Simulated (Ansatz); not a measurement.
## Ansatz (development build ahead of 0.2.0) run

```yaml
crystal:
  periodic: [false, false, false]
  atoms:
    - { symbol: F, position_ang: [0.0, 0.0, 0.0] }
basis:
  gaussian: { orbitals: STO-3G }
magnetization:
  initial_magnetization: 1
hamiltonian:
  xc: hf
correlation:
  method: fci
  frozen_orbitals: { F: 1 }
```

The input is written out in the form of the current development build from the run's settings.

The run gave:

- Converged: yes
- Reference energy: -97.98651 hartree
- Correlation energy: 0.00000 hartree
- Total energy: -97.98651 hartree
- State: lowest doublet root, of any spatial symmetry
- Spin squared of the determinant: 0.750
